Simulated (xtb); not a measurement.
xtb input:

```bash
xtb mol.xyz --gfn 1 --sp --chrg 0 --uhf 0
```
mol.xyz:
```
8

F     -1.80754441     0.61702669     1.08449588
C     -1.33179886    -0.05552002     0.02806963
F     -1.74699147    -1.32633899     0.11364742
F     -1.84771333     0.48410339    -1.08428290
Ge     0.67799096     0.02826408    -0.01428966
F      1.22468092     1.64782292    -0.12367705
F      1.30181551    -0.82770892    -1.36038012
F      1.35298418    -0.65838626     1.40229137
```

### Question
Predict the final energy.

### Answer
-34.69964 Eh (GFN1-xTB).
